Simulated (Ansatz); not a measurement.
**One reagent, a row of partners**

Four-centre ligand exchange: H₂O meets different compounds of B. Each row is one chosen step, not always the lowest open to these reactants.

Gas-phase electronic energies, without zero-point energy, by CCSD(T) at an estimated basis limit (MP2 extrapolated from triple and quadruple zeta, plus CCSD(T) − MP2 in triple zeta); Ansatz 0.2.0, def2-TZVPP and QZVPP, frozen cores, on PBE0-D4/def2-TZVP structures. Extrapolation: Hartree–Fock as exp(−7.88 √X), correlation as X^−2.97. All energies, in kcal/mol, count from the separated reactants, without counterpoise correction; the start and end structures are the complexes reached by relaxing down from the saddle, and deeper ones may exist. Brackets give SMILES, or, where every atom is bracketed, only which atoms are joined. Steps whose reference was doubtful or whose search ended elsewhere are left out.

| reactants | products | broken | formed | start structure | saddle | end structure | saddle by PBE-D4/TZ |
| --- | --- | --- | --- | --- | --- | --- | --- |
| BH₂ClO₂ ([OH][B]([OH])[Cl]) + H₂O | BH₃O₃ ([OH][B]([OH])[OH]) + HCl | B–Cl, H–O | B–O, Cl–H | -3.94 | 13.23 | -15.13 | 7.69 |
| BH₃S ([BH2][SH]) + H₂O | BH₃O ([BH2][OH]) + H₂S | B–S, H–O | B–O, H–S | -5.27 | ? | -11.40 | 2.42 |
| BCl₂F ([F][B]([Cl])[Cl]) + H₂O | BHCl₂O ([OH][B]([Cl])[Cl]) + HF | B–F, H–O | B–O, F–H | -7.67 | 19.27 | -5.35 | 13.52 |

Q: What is the height of the saddle for BH₃S ([BH2][SH]) + H₂O? (To be estimated.)

A: Computed: 11.42 kcal/mol relative to the separated reactants, the lowest of the series; above its start structure the barrier is 11.42 − (-5.27) ≈ 16.68 kcal/mol.

Q: How do the PBE-D4 saddles lie against the coupled-cluster estimate?

A: All lower, by 5.54 to 9.00 kcal/mol.

The T1 diagnostic stays at or below 0.015.

For scale, one of the runs: CCSD(T)/def2-TZVPP, 222 basis functions, launched by `ansatz run in.yaml --threads 4 --pin off --events-out ev --progress --plain --max-ram 9574MiB`. The run took 120 s on 4 CPU threads of an Arm Neoverse V1 (shared host), with 3.7 GiB of host memory at its peak.
